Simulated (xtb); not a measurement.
CH₃Mg (SMILES [CH3][Mg]), doublet, from a rough starting geometry (GFN-xTB shapes and energies of metal compounds can be far from the true ones) (the spin is typed, not shown lowest); GFN2-xTB run with xtb 6.7.1.

The xtb input:
```
$ xtb mol.xyz --gfn 2 --uhf 1 --opt vtight --json

# file mol.xyz
5

Mg    -1.34822484    -0.87237307    -1.10475556
C      0.16189039     0.12792288     0.16334119
H      0.66520864    -0.70413943     0.63836079
H     -0.25285923     0.83338647     0.82590413
H      0.86504469     0.62644284    -0.50713409
```

Q: Write the output that xtb gives for this input, abridged.

A: 
```
   ID    Z sym.   atoms
    1   12 Mg     1
    2    6 C      2
    3    1 H      3-5

           -------------------------------------------------
          |                Calculation Setup                |
           -------------------------------------------------

           -------------------------------------------------
          |                 G F N 2 - x T B                 |
           -------------------------------------------------

          ...................................................
          :                      SETUP                      :
          :.................................................:
          :  # basis functions                  17          :
          :  # atomic orbitals                  16          :
          :  # shells                            8          :
          :  # electrons                         9          :
          :  max. iterations                   250          :
          :  Hamiltonian                  GFN2-xTB          :
          :  restarted?                      false          :
          :  GBSA solvation                  false          :
          :  PC potential                    false          :
          :  electronic temp.          300.0000000     K    :
          :  accuracy                    1.0000000          :
          :  -> integral cutoff          0.2500000E+02      :
          :  -> integral neglect         0.1000000E-07      :
          :  -> SCF convergence          0.1000000E-05 Eh   :
          :  -> wf. convergence          0.1000000E-03 e    :
          :  Broyden damping             0.4000000          :
          :  net charge                          0          :
          :  unpaired electrons                  1          :
          ...................................................

 iter      E             dE          RMSdq      gap      omega  full diag
   1     -3.1071554 -0.310716E+01  0.230E+01    0.33       0.0  T
   2     -3.8459415 -0.738786E+00  0.182E+01    4.09       1.0  T
   3     -4.0765796 -0.230638E+00  0.544E+00    5.33       1.0  T
   4     -4.1612795 -0.846998E-01  0.203E+00    5.50       1.0  T
   5     -4.1408875  0.203920E-01  0.244E+00    5.41       1.0  T
   6     -4.1739807 -0.330932E-01  0.638E-01    5.22       1.0  T
   7     -4.1747789 -0.798170E-03  0.573E-01    5.00       1.0  T
   8     -4.1759558 -0.117693E-02  0.286E-01    5.14       1.0  T
   9     -4.1762634 -0.307573E-03  0.805E-02    5.11       1.0  T
[...]
         :: total energy              -4.117386124437 Eh    ::
 * total energy  :    -4.1173861 Eh     change       -0.1977805E-09 Eh
 * total energy  :    -4.1192738 Eh     change       -0.1887631E-02 Eh
 * total energy  :    -4.1195482 Eh     change       -0.2744031E-03 Eh
 * total energy  :    -4.1195688 Eh     change       -0.2068535E-04 Eh
 * total energy  :    -4.1195780 Eh     change       -0.9125042E-05 Eh
 * total energy  :    -4.1195798 Eh     change       -0.1858794E-05 Eh
 * total energy  :    -4.1195799 Eh     change       -0.6762857E-07 Eh
   *** GEOMETRY OPTIMIZATION CONVERGED AFTER 7 ITERATIONS ***
         :: total energy              -4.119579895668 Eh    ::
[...]
        15                          0.2617571               7.1228
        16                          0.5866646              15.9640
      -------------------------------------------------------------
                  HL-Gap            0.1895186 Eh            5.1571 eV
             Fermi-level           -0.2186687 Eh           -5.9503 eV

     #   Z          covCN         q      C6AA      α(0)
     1  12 Mg       0.789     0.258   359.169    57.515
     2   6 C        3.560    -0.262    26.933     7.569
     3   1 H        0.924     0.001     3.037     2.725
     4   1 H        0.924     0.001     3.036     2.725
     5   1 H        0.924     0.001     3.036     2.725

 Mol. C6AA /au·bohr⁶  :        782.459355
 Mol. C8AA /au·bohr⁸  :      47392.319243
 Mol. α(0) /au        :         73.258947

Wiberg/Mayer (AO) data.
largest (>0.10) Wiberg bond orders for each atom

 ---------------------------------------------------------------------------
     #   Z sym  total        # sym  WBO       # sym  WBO       # sym  WBO
 ---------------------------------------------------------------------------
     1  12 Mg   1.038 --     2 C    0.864
     2   6 C    3.689 --     5 H    0.942     4 H    0.942     3 H    0.942
                             1 Mg   0.864
     3   1 H    1.000 --     2 C    0.942
     4   1 H    1.000 --     2 C    0.942
     5   1 H    1.000 --     2 C    0.942
 ---------------------------------------------------------------------------

Topologies differ in total number of bonds
Writing topology from bond orders to xtbtopo.mol

molecular dipole:
                 x           y           z       tot (Debye)
 q only:       -0.749      -0.453      -0.596
   full:       -0.720      -0.436      -0.572       2.585
molecular quadrupole (traceless):
                xx          xy          yy          xz          yz          zz
 q only:        0.848       1.590      -0.778       2.090       1.279      -0.070
  q+dip:        1.412       2.610      -1.283       3.427       2.088      -0.130
   full:        0.869       1.626      -0.795       2.135       1.306      -0.074

optimized geometry written to: xtbopt.xyz

           -------------------------------------------------
          | TOTAL ENERGY               -4.119579895668 Eh   |
          | GRADIENT NORM               0.000080833642 Eh/α |
          | HOMO-LUMO GAP               5.157062468450 eV   |
           -------------------------------------------------

normal termination of xtb
```
